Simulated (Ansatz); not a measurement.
Consider the redistribution: `CCBBO` + `BCB(O)F` → `OBB(O)F` + `BCBCC`.

Program: Ansatz. Geometries: PBE0-D4/def2-TZVP. ΔE: electronic, gas phase. CBS: MP2 limit from def2 TZ/QZ plus the TZ coupled-cluster correction, frozen cores. DFT in def2-TZVPP. B3LYP here is the variant with VWN-RPA as its local correlation; programs differ in this. One conformer a species, not always the lowest.

Problem. Is it downhill or uphill in electronic energy at CCSD(T)/CBS, and by how much? (An estimate is asked.)

Solution. Computed: Downhill: ΔE = -2.2 kcal/mol.

Problem. What do these levels give: r2SCAN-D4, ωB97X-V, ωB97M-V, PBE, B3LYP, CCSD/def2-TZVPP, HF/def2-QZVPP, MP2/def2-QZVPP, SCS-MP2/def2-QZVPP, HF/CBS(def2), MP2/CBS(def2), CCSD/CBS(def2)? (Best estimate.)

Solution. The calculation gave: r2SCAN-D4 -0.8, ωB97X-V -1.7, ωB97M-V -1.6, PBE -1.4, B3LYP -1.7, CCSD/def2-TZVPP -1.9, HF/def2-QZVPP -1.3, MP2/def2-QZVPP -2.5, SCS-MP2/def2-QZVPP -2.5, HF/CBS(def2) -1.3, MP2/CBS(def2) -2.5, CCSD/CBS(def2) -2.0 kcal/mol.

Largest T1 diagnostic among the species: 0.014.

In def2-TZVPP, CCSD(T) changes the Hartree–Fock value by −0.9 kcal/mol (the triples alone add −0.2 kcal/mol) and MP2 by −1.2 kcal/mol.
